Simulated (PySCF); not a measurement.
**C₆ coefficients of unlike pairs at wB97X-V**

Calculated with PySCF 2.14 from the dipole response of each species, C₆(A,B) = (3/π) ∫ α_A(iu) α_B(iu) du, in atomic units, from isotropic polarisabilities. For ions this is the dispersion term alone; charge-induced terms of lower order in 1/R come first.

```tsv
species	configuration	basis	relativity	α (bohr³)	C₆ (like pair)
S	[Ne] 3s2 3p4 (3P)	aug-cc-pV(T+d)Z (6s5p4d2f)	none	19.62	135.3
Ar³⁺	[Ne] 3s2 3p3 (4S)	aug-cc-pwCVQZ (10s9p7d5f3g)	none	3.619	9.838
Mg²⁺	[Ne] (1S)	aug-cc-pCVTZ (8s7p5d3f)	none	0.4542	0.5188
```

Estimate C₆ for Mg²⁺ with Ar³⁺.

The integral gives 1.931. The combination rule 2 C_A C_B / (C_A α_B/α_A + C_B α_A/α_B) gives 1.901 and the geometric mean 2.259.

No spin-orbit coupling is included.

The other pairs:

```
   pair     C₆
Ar³⁺, S  34.25
Mg²⁺, S  5.687
```
